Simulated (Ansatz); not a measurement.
The cluster PdCl2, relaxed as a singlet with RKS r2SCAN-D4/def2-TZVP in Ansatz, starting from the GFN1-xTB geometry. Force threshold 0.02 eV/Å.

In the def2 sets Pd takes a core potential; there is no spin–orbit coupling. The relaxation made no stability test and no search for a lower SCF solution. At r2SCAN-D4/def2-TZVP a triplet of charge 0 lies 0.28 eV below the restricted singlet, each at its own geometry. The structure comes from a short search, and lower isomers may exist.

Start:

```xyz
3

Pd    0.9278   -0.1127   -0.3317
Cl   -0.8286    0.8363   -1.1215
Cl   -0.0991   -0.7235    1.4532
```

Problem. Estimate the energy that the relaxation releases and the steps that it takes.

Solution. 3.9 kJ/mol, in 4 steps; 4.7 s on 4 threads of Arm Neoverse V1 on a shared host. No frequencies were taken in this run, so the end may be a saddle point.

Problem. Does the start keep its bonding and symmetry?

Solution. By distances, no bond broke or formed. The bond that changes most is Pd1–Cl2, from 2.15 to 2.17 Å (atoms count from 1). Point group C2v at the start, C2v at the end, both within 0.05 Å.

Problem. Predict the relaxed structure.

Solution. 
Cartesian coordinates in Å:
```
Pd 0.864 -0.105 -0.309
Cl -0.825 0.892 -1.230
Cl -0.040 -0.786 1.539
```
Bond lengths: 2 × Cl–Pd 2.17 Å.
